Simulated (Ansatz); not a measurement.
## Nudged elastic band run: CH₇FGe

The input (input.yaml):

```yaml
crystal:
  periodic: [false, false, false]
  atoms:
    - { symbol: Ge, position_ang: [-0.62157, -0.99919, -0.03558] }
    - { symbol: F, position_ang: [1.121311, -1.150453, 0.105113] }
    - { symbol: H, position_ang: [-1.042233, -2.053376, -1.074396] }
    - { symbol: H, position_ang: [-1.183342, -1.321839, 1.360071] }
    - { symbol: C, position_ang: [-0.98107, 0.815254, -0.607009] }
    - { symbol: H, position_ang: [2.706776, 0.337505, 1.042297] }
    - { symbol: H, position_ang: [3.155323, 0.861316, 1.366441] }
    - { symbol: H, position_ang: [-0.582608, 1.529734, 0.127206] }
    - { symbol: H, position_ang: [-2.065462, 0.975183, -0.703725] }
    - { symbol: H, position_ang: [-0.507125, 1.005966, -1.580318] }
magnetization:
  spin_polarized: true
basis:
  gaussian: { orbitals: def2-SVP }
hamiltonian:
  xc: pbe0
neb:
  order_check: false
  images: 5
  f_tol: 0.5
  max_iterations: 60
  final_atoms:
    - { symbol: Ge, position_ang: [-0.37435057, -0.71708488, 0.61414626] }
    - { symbol: F, position_ang: [2.34624167, -0.01853094, -0.94006832] }
    - { symbol: H, position_ang: [-0.26882816, -1.98184805, -0.25375043] }
    - { symbol: H, position_ang: [-1.39105177, -0.95383954, 1.74596666] }
    - { symbol: C, position_ang: [-0.80961954, 0.85336263, -0.45095003] }
    - { symbol: H, position_ang: [2.15273309, -0.14010602, -0.04116849] }
    - { symbol: H, position_ang: [1.00683568, -0.50548596, 1.30002439] }
    - { symbol: H, position_ang: [-0.97280762, 1.72611688, 0.19713129] }
    - { symbol: H, position_ang: [-1.71922663, 0.67775588, -1.04257538] }
    - { symbol: H, position_ang: [0.03007387, 1.05975999, -1.12865593] }
  initial_path:
    images:
      - { positions_ang: [[-0.62157, -0.99919, -0.03558], [1.121311, -1.150453, 0.105113], [-1.042233, -2.053376, -1.074396], [-1.183342, -1.321839, 1.360071], [-0.98107, 0.815254, -0.607009], [2.706776, 0.337505, 1.042297], [3.155323, 0.861316, 1.366441], [-0.582608, 1.529734, 0.127206], [-2.065462, 0.975183, -0.703725], [-0.507125, 1.005966, -1.580318]] }
      - { positions_ang: [[-0.47760578, -0.89886326, 0.06890264], [1.33378536, -1.18864167, -0.02451201], [-0.90885087, -1.99658188, -0.90871641], [-0.94540903, -1.23748655, 1.48025021], [-0.92515428, 0.87317655, -0.58540406], [2.40318197, 0.1169848, 0.85467958], [2.54954822, 0.68548991, 1.25843064], [-0.67486233, 1.61511952, 0.14975545], [-1.97566673, 0.93172436, -0.79702799], [-0.37896652, 1.09917823, -1.49625805]] }
      - { positions_ang: [[-0.33364156, -0.79853652, 0.17338527], [1.54625972, -1.22683034, -0.15413701], [-0.77546875, -1.93978777, -0.74303683], [-0.70747605, -1.15313409, 1.60042942], [-0.86923857, 0.9310991, -0.56379911], [2.09958794, -0.10353541, 0.66706216], [1.94377343, 0.50966382, 1.15042027], [-0.76711666, 1.70050503, 0.17230491], [-1.88587146, 0.88826572, -0.89033098], [-0.25080804, 1.19239046, -1.4121981]] }
      - { positions_ang: [[-0.18967734, -0.69820979, 0.27786791], [1.75873407, -1.26501901, -0.28376202], [-0.64208662, -1.88299365, -0.57735724], [-0.46954308, -1.06878164, 1.72060863], [-0.81332285, 0.98902165, -0.54219417], [1.79599391, -0.32405561, 0.47944474], [1.33799865, 0.33383773, 1.04240991], [-0.859371, 1.78589055, 0.19485436], [-1.79607619, 0.84480708, -0.98363397], [-0.12264955, 1.28560268, -1.32813815]] }
      - { positions_ang: [[-0.25123509, -0.70450148, 0.38996069], [1.95456994, -0.84952298, -0.50253079], [-0.51766713, -1.91594512, -0.4694883], [-0.77671264, -1.03046761, 1.7290613], [-0.81208841, 0.94380198, -0.51177946], [1.91490697, -0.26273908, 0.305907], [1.22761099, 0.05406317, 1.1282814], [-0.8971832, 1.76596599, 0.19561334], [-1.77045967, 0.78912335, -1.00328111], [-0.07174175, 1.21032179, -1.26164408]] }
      - { positions_ang: [[-0.31279283, -0.71079318, 0.50205348], [2.1504058, -0.43402696, -0.72129956], [-0.39324765, -1.94889658, -0.36161937], [-1.08388221, -0.99215357, 1.73751398], [-0.81085398, 0.8985823, -0.48136475], [2.03382003, -0.20142255, 0.13236925], [1.11722333, -0.22571139, 1.2141529], [-0.93499541, 1.74604143, 0.19637231], [-1.74484315, 0.73343962, -1.02292825], [-0.02083394, 1.13504089, -1.19515]] }
      - { positions_ang: [[-0.37435057, -0.71708488, 0.61414626], [2.34624167, -0.01853094, -0.94006832], [-0.26882816, -1.98184805, -0.25375043], [-1.39105177, -0.95383954, 1.74596666], [-0.80961954, 0.85336263, -0.45095003], [2.15273309, -0.14010602, -0.04116849], [1.00683568, -0.50548596, 1.30002439], [-0.97280762, 1.72611688, 0.19713129], [-1.71922663, 0.67775588, -1.04257538], [0.03007387, 1.05975999, -1.12865593]] }
```

Command:

```bash
$ ansatz run input.yaml --threads 4 --pin off --max-ram 5120MiB --backend cpu --events-out ev --progress --plain --runs-dir out
```

Output, in part (warnings, iteration lines, the closing report on the highest movable image, with atoms numbered from 0):

```
NEB end point (image 0): max|allowed force component| = 1.060e-2 eV/Å (the criterion of neb.relax_end_points is 1.000e-1)
NEB end point (image 6): max|allowed force component| = 2.913e-2 eV/Å (the criterion of neb.relax_end_points is 1.000e-1)
NEB iter   1: max|band force component| = 2.826e0 eV/Å  barrier→ = 1.9383 eV  barrier← = 1.6090 eV  Δτ_max = 0.2000 Å  (180 SCF iters)
NEB iter   2: max|band force component| = 1.867e0 eV/Å  barrier→ = 1.7180 eV  barrier← = 1.3887 eV  Δτ_max = 0.1587 Å  (145 SCF iters)
NEB iter   3: max|band force component| = 1.748e0 eV/Å  barrier→ = 1.5642 eV  barrier← = 1.2348 eV  Δτ_max = 0.2000 Å  (143 SCF iters)
NEB iter   4: max|band force component| = 1.124e0 eV/Å  barrier→ = 1.5073 eV  barrier← = 1.1780 eV  Δτ_max = 0.0993 Å  (137 SCF iters)
NEB iter   5: max|band force component| = 8.403e-1 eV/Å  barrier→ = 1.4337 eV  barrier← = 1.1043 eV  Δτ_max = 0.2000 Å  (130 SCF iters)
NEB iter   6: max|band force component| = 7.495e-1 eV/Å  barrier→ = 1.1576 eV  barrier← = 0.8282 eV  Δτ_max = 0.0812 Å  (141 SCF iters)
NEB iter   7: max|band force component| = 9.711e-1 eV/Å  barrier→ = 1.1109 eV  barrier← = 0.7816 eV  CI = image 4  Δτ_max = 0.2000 Å  (135 SCF iters)
NEB iter   8: max|band force component| = 1.430e0 eV/Å  barrier→ = 1.6592 eV  barrier← = 1.3299 eV  CI = image 4  Δτ_max = 0.1012 Å  (140 SCF iters)
NEB iter   9: max|band force component| = 1.044e0 eV/Å  barrier→ = 1.8513 eV  barrier← = 1.5220 eV  CI = image 4  Δτ_max = 0.1011 Å  (135 SCF iters)
NEB iter  10: max|band force component| = 5.800e-1 eV/Å  barrier→ = 1.9404 eV  barrier← = 1.6110 eV  CI = image 4  Δτ_max = 0.1219 Å  (135 SCF iters)
NEB iter  11: max|band force component| = 4.051e-1 eV/Å  barrier→ = 1.9166 eV  barrier← = 1.5872 eV  CI = image 4  Δτ_max = 0.0000 Å  (266 SCF iters)
Total energy: -60363.27343829 eV, -2218.3093831609 hartree
Atom 0 at    -0.101803    -0.651618     0.263311 Å, force    -0.033253    -0.158175     0.194773 eV/Å
Atom 1 at     1.856773    -1.162624    -0.296980 Å, force     0.171960     0.371240     0.027913 eV/Å
Atom 2 at    -0.408863    -1.845651    -0.677730 Å, force     0.007073     0.085992     0.058246 eV/Å
Atom 3 at    -0.617950    -1.041370     1.670057 Å, force    -0.038464     0.015496    -0.100431 eV/Å
Atom 4 at    -0.846683     0.969415    -0.514862 Å, force     0.118203    -0.000031    -0.012490 eV/Å
Atom 5 at     1.847002    -0.291174     0.468417 Å, force    -0.236463    -0.552913    -0.071420 eV/Å
Atom 6 at     1.237982     0.201087     1.129425 Å, force     0.054407     0.259774    -0.109025 eV/Å
Atom 7 at    -0.837152     1.804792     0.198888 Å, force    -0.004705    -0.026381    -0.006328 eV/Å
Atom 8 at    -1.877547     0.769464    -0.842330 Å, force    -0.009909    -0.005610     0.003565 eV/Å
Atom 9 at    -0.251758     1.247780    -1.398094 Å, force    -0.028849     0.010609     0.015197 eV/Å
Dipole moment:    -0.311500     0.288345     0.030253 e Å
```

It converged. The threshold of 0.5 eV/Å is loose, so the images may lie well off the minimum-energy path. Neighbouring images differ by up to 1.5 eV, so the band resolves the path poorly. The order of the stationary point at the top wasn't checked. The orbitals stay closed-shell, which can raise the energy where a bond breaks towards radicals; this wasn't checked here.

Final band (atoms are numbered from 1 in the order of the input):

```
image  path coordinate (Å)  energy (eV)  Ge1–F2 (Å)  H6–H7 (Å)  Ge1–H7 (Å)
    0                 0.00         0.00        1.76       0.76        4.44
    1                 0.91         0.01        1.75       0.76        3.94
    2                 1.82         0.05        1.76       0.76        3.30
    3                 2.73         0.46        1.79       0.77        2.45
    4                 3.63         1.92        2.10       1.02        1.81
    5                 4.88         0.44        3.02       1.55        1.56
    6                 6.12         0.33        3.21       1.80        1.56
```

Run time: 2.9 min on 4 threads of Arm Neoverse N1, with other jobs on the host, peak memory 0.28 GiB.
